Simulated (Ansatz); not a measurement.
`F[C](F)(F)[SnH3]` + `O=CF` → `O=C(F)C(F)(F)F` + `[SnH4]` at 600 K and 1 bar (formal exchange of groups at a C–Sn bond).

Calculated with Ansatz (gas phase, PBE0-D4/def2-TZVP geometries, no zero-point term in ΔE). CBS: MP2 limit from def2 TZ/QZ plus the TZ coupled-cluster correction, frozen cores. This one scheme is used for every species. def2 core potentials past Kr. For Sn outer-core shells are correlated without core-valence functions, which leaves a few kJ/mol of doubt a bond.

| species | CCSD(T)/CBS energy (Eh) | H − E (kJ/mol) | S (J/(mol·K)) |
| --- | --- | --- | --- |
| `F[C](F)(F)[SnH3]` | -553.22148 | 146.4 | 429.8 |
| `O=CF` | -213.60827 | 80.1 | 279.5 |
| `O=C(F)C(F)(F)F` | -550.43128 | 121.4 | 409.8 |
| `[SnH4]` | -216.39156 | 98.5 | 271.3 |

H − E and S are ideal-gas, rigid-rotor, harmonic terms from PBE0-D4/def2-TZVP. 1 Eh = 2625.50 kJ/mol, R = 8.31446 J/(mol·K).

**Question.** By hand: ΔE, ΔH, ΔS and ΔG.

**Answer.** ΔE = (-550.43128) + (-216.39156) − (-553.22148) − (-213.60827) = 0.00691 Eh = 18.1 kJ/mol. Δ(H − E) = 121.4 + 98.5 − 146.4 − 80.1 = -6.6, so ΔH = 11.5 kJ/mol. ΔS = 409.8 + 271.3 − 429.8 − 279.5 = -28.2 J/(mol·K). ΔG = 11.5 − 600 × (-28.2)/1000 = 28.4 kJ/mol.

**Question.** By hand: the equilibrium constant, and the temperature at which ΔG would vanish if ΔH and ΔS stayed fixed.

**Answer.** log₁₀ K = −ΔG/(RT ln 10) = -2.5. ΔH and −TΔS have one sign here, so there is no such temperature.

TΔS isn't small against ΔH here. A doubt of 5 kJ/mol in ΔE shifts log₁₀ K by 0.4 here. Modes under 60 cm⁻¹, often nearly free rotors, make the harmonic entropy too high. These are equilibria of isolated gas molecules and say nothing of rates. Largest T1 diagnostic: 0.016 (customary marks: 0.02 for closed shells, 0.045 for open ones).
